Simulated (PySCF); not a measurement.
The multiplicity is imposed and other spin states were not computed.

Species: [Ag(CO)(H)] (charge 0, multiplicity 1).

Task: What is the computed mean C–O bond length of the carbonyls, HOMO, HOMO–LUMO gap, LUMO and charge on the central atom (Mulliken) (TPSSh-D3(BJ)/def2-TZVP // r2SCAN-D4/def2-SVP (PySCF 2.14.0))?

Result: 
```json
{
  "mean C–O bond length of the carbonyls": "1.133 Å",
  "HOMO": "-6.28 eV",
  "HOMO–LUMO gap": "3.46 eV",
  "LUMO": "-2.82 eV",
  "charge on the central atom (Mulliken)": "-0.04 e"
}
```
